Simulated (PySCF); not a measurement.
H2GeO, singlet, geometry from GFN2-xTB; PBE0/def2-SVP, polarisability run with PySCF.

Input for PySCF:
```python
from pyscf import gto, scf, dft
from pyscf.prop import polarizability

mol = gto.M(
    atom='''
Ge   -0.218109   -0.194571    0.255616
H    -1.540817   -0.041495   -0.793687
O     0.961681    0.651949   -0.725448
H     0.826864    1.052186   -1.582446
''',
    basis='def2-svp',
    charge=0,
    spin=0,
    verbose=4,
)

mf = dft.RKS(mol)
mf.xc = 'pbe0'
mf.kernel()
alpha = mf.Polarizability().polarizability()[2, 2]
print('alpha_zz =', alpha)
```

The log (banner, timings and long lists left out):

```
site-packages/pyscf/prop/efg/rhf.py:45: UserWarning: Module EFG is under testing
  warnings.warn('Module EFG is under testing')
site-packages/pyscf/prop/efg/dhf.py:30: UserWarning: Module EFG is under testing
  warnings.warn('Module EFG is under testing')
site-packages/pyscf/prop/zfs/uhf.py:40: UserWarning: Module ZFS is under testing
  warnings.warn('Module ZFS is under testing')
site-packages/pyscf/prop/gtensor/uhf.py:43: UserWarning: Module g-tensor is under testing
  warnings.warn('Module g-tensor is under testing')
site-packages/pyscf/prop/gtensor/uks.py:41: UserWarning: Module g-tensor is under testing
  warnings.warn('Module g-tensor is under testing')
site-packages/pyscf/prop/hfc/uks.py:35: UserWarning: Module HFC is under testing
  warnings.warn('Module HFC is under testing')
site-packages/pyscf/prop/magnetizability/rhf.py:39: UserWarning: Module magnetizability is under testing
  warnings.warn('Module magnetizability is under testing')
site-packages/pyscf/prop/magnetizability/uhf.py:37: UserWarning: Module magnetizability is under testing
  warnings.warn('Module magnetizability is under testing')
site-packages/pyscf/prop/magnetizability/rks.py:37: UserWarning: Module magnetizability is under testing
  warnings.warn('Module magnetizability is under testing')
site-packages/pyscf/prop/magnetizability/uks.py:39: UserWarning: Module magnetizability is under testing
  warnings.warn('Module magnetizability is under testing')
site-packages/pyscf/prop/polarizability/uhf.py:34: UserWarning: Module polarizability is under testing
  warnings.warn('Module polarizability is under testing')
site-packages/pyscf/prop/polarizability/rks.py:29: UserWarning: Module polarizability is under testing
  warnings.warn('Module polarizability is under testing')
site-packages/pyscf/prop/polarizability/uks.py:29: UserWarning: Module polarizability is under testing
  warnings.warn('Module polarizability is under testing')
PySCF version 2.14.0

[INPUT] verbose = 4
[INPUT] num. atoms = 4
[INPUT] num. electrons = 42
[INPUT] charge = 0
[INPUT] spin (= nelec alpha-beta = 2S) = 0
[INPUT] symmetry False subgroup None
[INPUT] Mole.unit = angstrom
[INPUT] Symbol           X                Y                Z      unit          X                Y                Z       unit  Magmom
[...]
nuclear repulsion = 100.446409489181
number of shells = 24
number of NR pGTOs = 112
number of NR cGTOs = 56
basis = def2-svp
ecp = {}

******** <class 'pyscf.dft.rks.RKS'> ********
method = RKS
initial guess = minao
damping factor = 0
level_shift factor = 0
DIIS = <class 'pyscf.scf.diis.CDIIS'>
diis_start_cycle = 1
diis_space = 8
diis_damp = 0
SCF conv_tol = 1e-09
SCF conv_tol_grad = None
SCF max_cycles = 50
direct_scf = True
direct_scf_tol = 1e-13
XC library pyscf.dft.libxc version 7.1.2
    S. Lehtola, C. Steigemann, M. J. T. Oliveira, and M. A. L. Marques,  SoftwareX 7, 1–5 (2018)
XC functionals = pbe0
    C. Adamo and V. Barone,  J. Chem. Phys. 110, 6158 (1999)
    M. Ernzerhof and G. E. Scuseria,  J. Chem. Phys. 110, 5029 (1999)
radial grids:
    Treutler-Ahlrichs [JCP 102, 346 (1995); DOI:10.1063/1.469408] (M4) radial grids

becke partition: Becke, JCP 88, 2547 (1988); DOI:10.1063/1.454033
pruning grids: <function nwchem_prune>
grids dens level: 3
symmetrized grids: False
atomic radii adjust function: <function treutler_atomic_radii_adjust>
small_rho_cutoff = 0
Set gradient conv threshold to 3.16228e-05
Initial guess from minao.
tot grids = 54344
init E= -2152.07074402962
[...]
cycle= 1 E= -2152.63483189917  delta_E= -0.564  |g|= 0.782  |ddm|= 1.87
[...]
cycle= 2 E= -2152.05076168426  delta_E= 0.584  |g|= 1.77  |ddm|= 1.65
[...]
cycle= 3 E= -2152.74351293603  delta_E= -0.693  |g|= 0.142  |ddm|=  1.3
[...]
cycle= 4 E= -2152.74828659798  delta_E= -0.00477  |g|= 0.0584  |ddm|= 0.17
[...]
cycle= 5 E= -2152.74865944243  delta_E= -0.000373  |g|= 0.0106  |ddm|= 0.041
[...]
cycle= 6 E= -2152.74868236318  delta_E= -2.29e-05  |g|= 0.00104  |ddm|= 0.0123
[...]
cycle= 7 E= -2152.74868259723  delta_E= -2.34e-07  |g|= 0.000132  |ddm|= 0.00097
[...]
cycle= 8 E= -2152.74868260284  delta_E= -5.6e-09  |g|= 4.55e-05  |ddm|= 0.000251
[...]
cycle= 9 E= -2152.7486826033  delta_E= -4.68e-10  |g|= 9.78e-06  |ddm|= 4.9e-05
[...]
Extra cycle  E= -2152.74868260326  delta_E= 4.05e-11  |g|= 1.68e-05  |ddm|= 1.93e-05
converged SCF energy = -2152.74868260326
Isotropic polarizability 31.7346710134
Polarizability anisotropy 9.5838092764
alpha_zz = 32.785036573486956
```
